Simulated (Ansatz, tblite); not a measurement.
Cost and result up the ladder for SnH(NCO)3 (C3HN3O3Sn) (11 atoms). Charge 0, multiplicity 1. Geometry: r2SCAN-D4/def2-SVP.

```xyz
11

Sn    0.9904   -0.2538   -0.7156
H     2.3294   -0.6085   -1.6664
N     0.5741    1.7178   -0.7717
C    -0.1655    2.5691   -0.3227
O    -0.8396    3.4441    0.0663
N     1.3157   -0.7693    1.2056
C     0.8056   -0.8086    2.3062
O     0.3813   -0.8774    3.3956
N    -0.6354   -1.2520   -1.3651
C    -1.8105   -1.4576   -1.1420
O    -2.9454   -1.7037   -0.9901
```

Ansatz on 2 threads of AMD EPYC 7R13 on a shared host and a share (18 GiB) of an NVIDIA H100 80GB HBM3; xTB runs through tblite on one thread. Times are rough, summed over both states, and most runs start from the orbitals of an earlier one. PBE0-D4/def2-TZVP serves as the yardstick here, not as an exact answer. The other state is a doublet.

In the def2 sets Sn takes a core potential; there is no spin–orbit coupling. The xTB rows come from tblite. HSE06 is defined as in plane-wave codes, on full-range PBE exchange.

Raw xTB energies of ions are shifted by several eV.

```
             level  functions  wall time  vertical IE (eV)  difference from PBE0-D4/def2-TZVP (eV)
          GFN1-xTB         47    0.023 s             15.87                                    5.28
          GFN2-xTB         46    0.025 s             15.14                                    4.55
  PBE-D4/def2-TZVP        335      6.7 s              9.93                                   -0.66
HSE06-D4/def2-TZVP        335      9.9 s             10.54                                   -0.05
 PBE0-D4/def2-TZVP        335       12 s             10.59                                    0.00
```
